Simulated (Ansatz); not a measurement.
Born–Oppenheimer molecular dynamics of CH₁₁BOSi₃ (17 atoms, charge 0, multiplicity 1). It starts from a relaxed structure.

The calculation used Ansatz, RKS PBE0/STO-3G.

```yaml
ensemble: NVT, Nosé–Hoover chain
time_step: 0.25 fs
steps_asked: 250
set_temperature: 300 K
thermostat: time constant 100 fs, chain length 3 (defaults)
seed: 851769
```

First frame:

```xyz
17
Properties=species:S:1:pos:R:3
O -1.161 -1.259 -0.245
C -0.039 -0.313 -0.353
Si 1.652 -1.210 -0.383
Si -0.174 0.775 -1.923
B 0.032 0.670 0.828
Si -1.206 0.714 2.346
H -1.061 -1.825 -1.092
H 1.597 -2.212 -1.423
H 1.912 -1.871 0.874
H 2.721 -0.287 -0.674
H -0.345 -0.109 -3.053
H 1.024 1.557 -2.114
H -1.317 1.652 -1.852
H 0.909 1.451 0.794
H -1.844 2.010 2.421
H -2.245 -0.285 2.308
H -0.475 0.541 3.582
```

Task: How far do the bonds stretch over the last three quarters of this one trajectory? (Pairs bonded in most of those frames.)

Result: 
| bond | mean (Å) | spread (Å) | shortest | longest |
| --- | --- | --- | --- | --- |
| O1–C2 | 1.473 | 0.024 | 1.43 | 1.51 |
| O1–H7 | 1.023 | 0.011 | 1.00 | 1.04 |
| C2–Si3 | 1.927 | 0.019 | 1.89 | 1.95 |
| C2–Si4 | 1.931 | 0.017 | 1.90 | 1.96 |
| C2–B5 | 1.548 | 0.021 | 1.52 | 1.59 |
| Si3–H8 | 1.447 | 0.009 | 1.43 | 1.46 |
| Si3–H9 | 1.445 | 0.016 | 1.42 | 1.47 |
| Si3–H10 | 1.447 | 0.031 | 1.40 | 1.49 |
| Si4–H11 | 1.449 | 0.012 | 1.43 | 1.47 |
| Si4–H12 | 1.445 | 0.017 | 1.42 | 1.47 |
| Si4–H13 | 1.446 | 0.016 | 1.42 | 1.47 |
| B5–Si6 | 1.984 | 0.012 | 1.96 | 2.01 |
| B5–H14 | 1.177 | 0.010 | 1.16 | 1.19 |
| Si6–H15 | 1.448 | 0.021 | 1.42 | 1.48 |
| Si6–H16 | 1.444 | 0.010 | 1.43 | 1.46 |
| Si6–H17 | 1.446 | 0.009 | 1.43 | 1.46 |

Mean temperature of the second half: 151 K. The conserved energy stayed within 0.027 meV per atom of its start (net change 0.0092 meV per atom), so the integration is sound. The mean temperature of the second half is 50 % below the set value. A run of 0.062 ps of so small a system gives no equilibrium averages. Limits of this set-up: minimal basis.

The run took 15 min on 1 thread of Arm Neoverse V1 (shared host), peak memory 0.12 GiB.
